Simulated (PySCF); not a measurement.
A series of related molecules

Method used: PySCF, TDA wB97X-D/def2-SVPD excited states, vertical, gas phase. Geometry: GFN2-xTB.

Each molecule in one low-energy conformer. The parent is C1=CC2(C=C1)CCC2.

Problem. How does the vertical S1–T1 gap change along this series?
- C1=CC2(C=C1)CCC2 (base)
- FC1=CC=CC12CCC2 (H replaced by F)
- FC1=CC2(C=C1)CCC2 (H replaced by F)

Solution. 
```csv
molecule,S1 (eV),S1 from,f(S1),T1 (eV),T1 from,S1 − T1 (eV),S0–T1 spin-orbit coupling (cm⁻¹),S1–T1 spin-orbit coupling (cm⁻¹)
C1=CC2(C=C1)CCC2,5.13,HOMO→LUMO,0.087,3.01,HOMO→LUMO,2.12,0.42,0.01
FC1=CC=CC12CCC2,5.05,HOMO→LUMO,0.079,2.96,HOMO→LUMO,2.10,0.35,0.06
FC1=CC2(C=C1)CCC2,5.15,HOMO→LUMO,0.086,3.05,HOMO→LUMO,2.10,0.47,0.06
```
The vertical S1–T1 gap is lowest for FC1=CC=CC12CCC2 and highest for C1=CC2(C=C1)CCC2.
